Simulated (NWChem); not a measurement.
System: CuNH$_{3}$Br; SMILES [NH3]->[Cu][Br]

The following NWChem deck was run.

```
start job
memory heap 200 mb stack 900 mb global 1100 mb
geometry units angstroms noautosym nocenter noautoz
  Cu     0.002016     0.004007     1.782096
  Br     0.005890     0.011964    -0.436265
  N     -0.001447    -0.002971     3.732946
  H     -0.218512    -0.925206     4.114553
  H     -0.691445     0.643470     4.119305
  H      0.903538     0.268696     4.120836
end
basis spherical
  * library def2-svpd
end
dft
  xc xpbe96 cpbe96
  iterations 150
end
property
  response 1 0.0
end
task dft property
```

Geometry: optimised at PBE0/def2-SVP.

Static field.

**Question.** Give the results of this calculation. (PBE/def2-SVPD.) Quantities: isotropic polarisability (bohr³); anisotropy (bohr³).

**Answer.** The isotropic polarisability (bohr³) is 63.5 and the anisotropy (bohr³) comes out as 29.7.
